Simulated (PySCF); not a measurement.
ORD: `F[SiH2][C@@H]1C[C@H](O[SiH3])O1`, C3H9FO2Si2

Geometry:
```tsv
atom	x (Å)	y (Å)	z (Å)
F1	-3.433	-1.000	0.266
Si2	-1.847	-1.108	0.551
C3	-1.174	0.653	0.286
C4	-0.568	1.031	-1.074
C5	0.728	1.241	-0.281
O6	1.784	0.458	-0.648
Si7	2.306	-0.832	0.208
O8	0.116	0.834	0.930
H9	-1.708	-1.521	1.936
H10	-1.365	-2.044	-0.453
H11	-1.865	1.418	0.660
H12	-0.976	1.915	-1.555
H13	-0.490	0.216	-1.790
H14	1.075	2.284	-0.219
H15	3.409	-1.190	-0.673
H16	1.284	-1.884	0.288
H17	2.717	-0.458	1.558
```

The calculation used TDDFT BHandHLYP/def2-SVPD circular dichroism and optical rotation, one conformer, gas phase in PySCF. Geometry: GFN2-xTB.

The molecule is flexible and this is one conformer; a measurement averages over conformers.

Stereocentres: C3 R, C5 S.

Q: Give the optical rotatory dispersion at 633, 589.3, 546, 436, 405, 365, 355 nm.

A: [α] in deg dm⁻¹ (g/mL)⁻¹:
```
λ (nm)  origin-invariant length gauge  modified velocity gauge  length gauge (centre of mass)  isotropic polarisability (au)
   633                          -37.5                    -35.1                          -38.0                           87.6
 589.3                          -43.0                    -40.2                          -43.6                           87.9
   546                          -49.8                    -46.5                          -50.4                           88.2
   436                          -75.0                    -69.8                          -76.2                           89.7
   405                          -85.0                    -79.0                          -86.4                           90.4
   365                          -99.6                    -92.2                         -101.4                           91.5
   355                         -103.4                    -95.5                         -105.3                           91.9
```

Q: And for the mirror image at 589.3 nm?

A: +43.0 deg dm⁻¹ (g/mL)⁻¹ (origin-invariant length gauge): the same size and the opposite sign.

Q: What is the molar rotation [Φ] = [α]·M/100 of the geometry above at 589.3 nm?

A: With M = 152.27 g/mol, -65.5 deg cm² dmol⁻¹ (origin-invariant length gauge).

The first excitation lies at 6.71 eV (185 nm) with R = +3.0 × 10⁻⁴⁰ esu² cm² (velocity form).
